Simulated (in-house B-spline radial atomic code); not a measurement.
PBE0 excitations of the copper ion Cu⁺

Method: PBE0. Computed with an all-electron radial atomic-structure program (B-spline basis): linear response of the closed shell [Ar] 3d10 with the functional's adiabatic kernel; non-relativistic, point nucleus, no spin-orbit coupling, no double excitations, S, P, D and F terms only. Only terms of natural parity with L up to 3 were computed.

Without relativity these are model numbers for so heavy an element.

Command:
```bash
python run_td.py task.json out
```
Settings (radii: box in bohr, nucleus in fm):
```
Z                        29
electrons                28
configuration            [Ar] 3d10
hamiltonian              nr
method                   pbe0
box_radius               41.61
intervals                57
```

Cost of the run: 2 s on 1 thread of Arm Neoverse N1 (shared host).

The lowest states, in the order of their Tamm-Dancoff energies; the method's threshold (minus the highest occupied level) is 15.954 eV. Labels give the largest channel, * marks a mixed state, and oscillator strengths are full-response dipole values. Semilocal kernels can invert the small singlet-triplet splittings of Rydberg terms. Energies in eV:

```csv
state,full response,Tamm-Dancoff,oscillator strength
3d → 4s 3D,2.529,2.579,-
3d → 4s 1D,3.086,3.098,-
3d → 4p 3P,7.751,7.782,-
3d → 4p 3F,7.888,7.910,-
3d → 4p 1F,8.101,8.104,-
3d → 4p 1P,8.680,8.752,0.357
3d → 5s 3D,11.982,11.986,-
3d → 5s 1D,12.054,12.055,-
3d → 4d 3S,12.750,12.773,-
3d → 4d 3D,12.992,12.997,-
3d → 4d 1D,13.095,13.098,-
3d → 5p 3P,13.148,13.153,-
3d → 5p 3F,13.176,13.179,-
3d → 5p 1F,?,?,-
3d → 5p 1P,13.301,13.313,0.0298
3d → 4d 1S,?,?,-
3d → 6s 3D,14.070,14.071,-
3d → 6s 1D,14.091,14.092,-
```

(1) Where does 3d → 4d 1S lie?

(2) Where does 3d → 5p 1F lie?

(3) How large is the singlet-triplet splitting of 3d → 4s (D terms) in Tamm-Dancoff?

(4) What polarisabilities and dispersion coefficient does the method give?

Results:

(1) At 13.480 eV in full response, 13.540 eV in Tamm-Dancoff.

(2) At 13.214 eV in full response, 13.214 eV in Tamm-Dancoff.

(3) 0.519 eV, from the unrounded values.

(4) Dipole 6.982 bohr³, quadrupole 48.87 bohr⁵, C6 23.21 hartree·bohr⁶ for two such species.
